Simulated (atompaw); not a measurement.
Pseudopotential generation for germanium (Ge): PAW (atompaw), PBE, scalar-relativistic.

atompaw 4.2.0.5 input, output lines left out:

```
Ge 32
GGA-PBE scalarrelativistic loggrid 1500 logderivrange -4 5 226
4 4 3 0 0 0
4 1 2
0 0 0
c
c
c
v
c
c
v
v
2
2.20 1.70 1.85 1.45
y
3.55
n
y
2.5
n
y
-0.25
n
custom polynom2 7 10 vanderbiltortho besselshape
bessel
2.20
2.20
2.20
2.20
1.10
1.10
```

All-electron outer shells of the reference configuration (PBE, scalar-relativistic, ld1.x):

```tsv
shell	level (eV)	outermost node (bohr)	outermost maximum (bohr)
3s	-168.49	0.26	0.54
3p	-115.62	0.23	0.54
3d	-29.31	–	0.50
4s	-11.73	0.77	1.75
4p	-3.90	0.82	2.22
```

(1) Is the overlap operator S = 1 + Σ q|β⟩⟨β| positive definite (Bessel basis up to 400 Ry)?

A Bessel basis up to 400 Ry misses an occupied level by 0.05 Ry, so cutoffs and ghosts were not judged.

Answers

(1) Yes: its lowest eigenvalue is 0.20 (s channel).
